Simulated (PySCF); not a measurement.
C7H12BF.
Geometry (PBE0-D3(BJ)/def2-SVP, Å), atoms numbered from 1 in this order:
```
atom  x, y, z in Å
B1     2.2160    0.6342    1.2112
C2     1.2401    0.8108    0.0145
C3     0.2423    1.9986    0.0160
F4     0.5332    2.9167   -0.9700
C5    -1.0459    1.2417   -0.2815
C6    -0.6047    0.3262   -1.4444
C7     0.2628   -0.3196   -0.3434
C8    -0.8922    0.0047    0.6459
C9    -2.0626   -0.9527    0.7215
H10    2.7000    1.6050    1.7502
H11    2.5660   -0.4672    1.5748
H12    1.9644    1.0035   -0.8113
H13    0.2061    2.5526    0.9691
H14   -1.9680    1.8395   -0.3103
H15   -1.4119   -0.3215   -1.8084
H16   -0.0943    0.7996   -2.2964
H17    0.6804   -1.3324   -0.4348
H18   -0.5563    0.2370    1.6752
H19   -2.4568   -1.2256   -0.2681
H20   -2.8902   -0.5087    1.2964
H21   -1.7670   -1.8834    1.2301
```

Level: PBE0/pcSseg-1 in PySCF, non-relativistic, on one gas-phase PBE0-D3(BJ)/def2-SVP geometry that isn't relaxed in the solvent. The solvent is an IEF-PCM continuum (Bondi radii, 1.10 Å for H, scaled by 1.2). The model holds no explicit solvent molecules, cavitation or dispersion.

Gas phase at PBE0/pcSseg-1: HOMO -8.38 eV, LUMO -1.46 eV, dipole 1.80 D.

Task: What does the continuum do to the energy, the frontier levels and the dipole at PBE0/pcSseg-1 in benzene and dichloromethane?

Result: 
| solvent | ε | E(solvent) − E(gas) (kcal/mol) | polarisation term (kcal/mol) | distortion of the solute (kcal/mol) | HOMO (eV) | LUMO (eV) | dipole (D) |
| --- | --- | --- | --- | --- | --- | --- | --- |
| benzene | 2.271 | -1.33 | -1.40 | 0.07 | -8.32 | -1.37 | 2.00 |
| dichloromethane | 8.93 | -2.51 | -2.75 | 0.24 | -8.28 | -1.31 | 2.17 |

The first energy column is the sum of the next two and covers electrostatics alone. From benzene to dichloromethane the lowering changes by a factor 1.88, Onsager's factor (ε − 1)/(2ε + 1) by 1.83 and ε itself by 3.9.

Task: Which radius a makes the point-dipole formula ΔE = −[(ε − 1)/(2ε + 1)]·μ²/a³ give the value in dichloromethane, with the gas-phase dipole?

Result: μ = 0.709 au and |ΔE| = 0.00399 Eh give a = 1.99 Å; the farthest nucleus lies 3.50 Å from the centroid of the nuclei, so such a sphere wouldn't even hold the nuclei. The formula assumes a rigid point dipole at the centre of a sphere.

Task: Give the dipole vector in the frame of the coordinates (D, pointing from negative to positive charge), gas and dichloromethane.

Result: Gas (-0.93, -1.43, 0.59), solvent (-1.11, -1.69, 0.78). Its length changes by +20 % and its direction by 2°.

Task: Which Mulliken charges (PBE0/pcSseg-1) respond most in benzene (means over atoms taken as equivalent)?

Result: 
| atoms | environment | gas (e) | solvent (e) | change |
| --- | --- | --- | --- | --- |
| B1 | three-coordinate boron | +0.225 | +0.236 | +0.011 |
| F4 | alkyl fluorine | -0.337 | -0.347 | -0.010 |
| H13 | methine hydrogen | +0.104 | +0.111 | +0.007 |
| H10/H11 | B–H hydrogen | -0.006 | -0.013 | -0.007 |
| C3 | sp3 C–F carbon | +0.318 | +0.312 | -0.006 |
| C9 | methyl carbon | -0.172 | -0.177 | -0.005 |
